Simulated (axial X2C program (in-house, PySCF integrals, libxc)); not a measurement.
# Testing model relations on NiBr⁺

A bond curve at the PBE0 level, non-relativistic, was computed with an in-house all-electron X2C program for linear molecules (integrals from PySCF) (basis Br dyall-v3z [8s8p5d1f], Ni dyall-v3z [9s8p5d3f2g] (cores contracted in-house)) for the state M_S = 1, Λ = 0 (beyond evenly filled blocks: π+α, π-α). Its fit gives Re = 2.1323 Å, ωe = 373.1 cm⁻¹, ωexe = 1 cm⁻¹ and αe = 4.164e-04 cm⁻¹; the masses are 78.9183 and 57.9353 u. The Hamiltonian is X2C with the speed of light multiplied by 100, the non-relativistic limit, so these are model numbers and not those of the real molecule.

Problem. Find the reduced mass, Be and the force constant.

Solution. From the PBE0 values: μ = 33.4091 u. Be = 16.8576/(μ Re²) = 0.111 cm⁻¹. k = 5.8918×10⁻⁷ μ ωe² = 2.74 mdyn/Å.

Problem. Where do the fundamental and the first overtone lie?

Solution. ν(1←0) = ωe − 2ωexe = 371.1 cm⁻¹; ν(2←0) = 2ωe − 6ωexe = 740.2 cm⁻¹.

Problem. A Morse curve ties αe to the other constants (Pekeris). How well does that hold?

Solution. αe(Morse) = 6Be²/ωe × (√(ωexe/Be) − 1) = 3.965e-04 cm⁻¹; the PBE0 curve gives 4.164e-04 cm⁻¹, a ratio of 0.95.

Problem. Estimate De from a Morse curve and compare with the computed well depth of 2.128 eV to Br + Ni+.

Solution. De(Morse) = ωe²/(4ωexe) = 4.315 eV against 2.128 eV computed, a ratio of 2.03. The extrapolation overshoots: the well softens faster than a Morse curve, or the lowest atomic limit lies below the one to which the curve heads.

Problem. Estimate the centrifugal constant by the Kratzer relation.

Solution. D = 4Be³/ωe² = 3.93e-08 cm⁻¹.

The state is one determinant whose occupation by symmetry is held fixed; it was picked as the lowest of a PBE0 search that is not exhaustive. Dissociation energies refer to the lowest single-determinant-based atoms at the same level and basis. Other states lie close and PBE0, whose exact exchange favours high spin, may order them wrongly; the determinant shown need not be the ground state. The nearest other spin-free determinant of the search, M_S = 1, Λ = 1, lies 0.28 eV up at the distance of the search.
